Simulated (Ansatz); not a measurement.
A run for Ansatz (a quantum-chemistry and plane-wave program): R-CCSD(T)/cc-pVQZ on H2O (SMILES O).

Ansatz 0.2 input:
```yaml
crystal:
  periodic: [false, false, false]
  atoms:
    - {symbol: O, position_ang: [-0.00000000, -0.00000000, 0.38961139]}
    - {symbol: H, position_ang: [-0.00000000, 0.76498632, -0.19485569]}
    - {symbol: H, position_ang: [0.00000000, -0.76498632, -0.19485569]}
basis:
  gaussian:
    orbitals: cc-pVQZ
magnetization: {spin_polarized: false}
correlation: {method: ccsd_t, electrons: outside_noble_gas}
scf: {lower_state_search: off}
```

It printed:

```
WARN ansatz: RAYON_NUM_THREADS=1 ignored (pool sized by the plan → 1); use --threads N
Functional definition: HF
these checks for a lower state are left out or cut short: stability, starts, cluster_reference, orbital_swaps, neighbouring_geometries, increment
integrals: 0.16 GiB planned
685 factors; integrals over basis functions are off by at most 7.5e-4 eV
mean field: 0.15 GiB planned
mean field evaluation 1: about -2068.0177 eV, gradient 3.3e1 eV
mean field evaluation 2: about -2068.0176 eV, gradient 3.3e1 eV
mean field evaluation 4: about -2069.8104 eV, gradient 1.4e0 eV
mean field evaluation 8: about -2069.8179 eV, gradient 3.2e-5 eV
mean field -2069.81793050 eV, -76.0644059729 hartree, gradient 1.1e-6 eV, S^2 0.000000; 0 other end points of the search recorded, 0 dependent functions left out
1 core orbitals not correlated
reference -2069.81793050 eV, -76.0644059729 hartree; 4, 4 occupied and 110, 110 virtual orbitals, 685 factors
second order -7.70452932 eV of doubles, -0.00000000 eV of singles
coupled cluster: 0.35 GiB planned
cycle   1  -7.62587391 eV  change    7.9e-2 eV  update   4.1e-2
cycle   2  -7.76629914 eV  change   -1.4e-1 eV  update   1.1e-2
cycle   3  -7.79091953 eV  change   -2.5e-2 eV  update   4.3e-3
cycle   4  -7.78934724 eV  change    1.6e-3 eV  update   7.9e-4
cycle   5  -7.78971550 eV  change   -3.7e-4 eV  update   2.8e-4
cycle   6  -7.78978314 eV  change   -6.8e-5 eV  update   6.8e-5
cycle   7  -7.78977954 eV  change    3.6e-6 eV  update   2.4e-5
cycle   8  -7.78977954 eV  change   -2.5e-9 eV  update   8.1e-6
perturbative correction -0.24588766 eV, -0.0090362048 hartree
Total energy: -2077.85359770 eV, -76.3597112957 hartree
Checks for a lower state left out: stability, starts, cluster_reference, orbital_swaps, neighbouring_geometries, increment
```

Self-consistency was reached.

Cost: very roughly 4 core-seconds.
